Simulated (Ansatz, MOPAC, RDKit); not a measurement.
Noncovalent pair: H2O (SMILES O) (first 3 atoms) with CH2O (SMILES C=O); geometry from B3LYP-D3(BJ)/def2-TZVP, rigid monomers moved along the line of their centres of mass till H2···O5 is 2.78 Å.
(charge 0, multiplicity 1):
```csv
atom,x (Å),y (Å),z (Å)
O,0.2747,-0.1146,0.5396
H,-0.4627,-0.4410,1.0783
H,-0.0426,-0.1115,-0.3678
C,-0.6184,-0.4491,4.3228
O,-1.4973,-0.8732,3.6175
H,0.3018,-0.0116,3.9003
H,-0.7009,-0.4823,5.4239
```

Monomers are frozen at their geometry in the pair; levels with a basis set take the counterpoise correction.

Correlated levels freeze the cores. CBS: X⁻³ extrapolation of the correlation energy, Hartree–Fock from the larger set. The state that PM3, PM6, PM7 reach isn't checked; PM7 holds dispersion and hydrogen-bond terms.

The values were computed with Ansatz (Gaussian orbitals); MOPAC for PM3, PM6, PM7 (differences of heats of formation); RDKit for the force fields. Each number belongs to the level named beside it.

The comparison value is -124.8 meV (CCSD(T)/CBS(aug-cc-pVDZ, aug-cc-pVTZ)). It is a level with limits of its own, not the exact answer.

Problem. Order these levels by how close they come to the comparison value for the interaction energy, closest first: MMFF94, PM3, PM6, PM7. Give each level's value less the comparison value.

Solution. PM7 (-11.2 meV), MMFF94 (-19.3 meV), PM6 (26.4 meV), PM3 (65.7 meV)

Ansatz is an electronic-structure program.
